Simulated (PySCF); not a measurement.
`c1(cc1Br)=O`. Level of theory: PBE0-D3(BJ)/def2-SVP geometry optimisation, gas phase (PySCF).

```
atom  x, y, z in Å
O1    -0.9300    1.9123   -0.1579
C2    -0.4322    0.8303   -0.1068
C3    -0.2338   -0.4982   -0.6262
C4     0.4217   -0.1594    0.4962
Br5    1.5953   -0.7995    1.7674
H6    -0.4224   -1.2810   -1.3638
```

(1) Work out the bond lengths O1=C2, C2–C3, C3–C4, C3–H6, C4–Br5 in Å.

(2) How far are the heavy atoms from their best plane (unweighted least squares)?

(3) What is the repulsion energy of the bare nuclei, Σ ZA·ZB/RAB?

(4) How far apart are these pairs, which share no bond: O1···C3, O1···C4, O1···H6, C2···Br5, C2···H6?

(5) Where is the centre of mass (commonest isotopes), and what is the radius of gyration?

Answers

(1) For O1=C2 the difference vector is (0.4978, -1.0820, 0.0511) Å, of length 1.1921 Å. O1=C2 1.192; C2–C3 1.440; C3–C4 1.343; C3–H6 1.092; C4–Br5 1.845 Å.

(2) 0.001 Å rms; none is more than 0.002 Å off.

(3) 260.64 Eh over 15 pairs, with full nuclear charges and distances in bohr; the largest single term is 60.24 Eh (C4 with Br5).

(4) O1···C3 2.552 Å (2 bonds apart); O1···C4 2.559 Å (2 bonds apart); O1···H6 3.451 Å (3 bonds apart); C2···Br5 3.206 Å (2 bonds apart); C2···H6 2.457 Å (2 bonds apart).

(5) Mass 131.921 u; centre at (0.816, -0.240, 1.006) Å; Rg = √(Σ m r²/M) = 1.674 Å. As Ia + Ib + Ic = 2 Σ m r², the three principal moments sum to 739.1 u·Å².

PBE0-D3(BJ)/def2-SVP frequencies: not computed here.
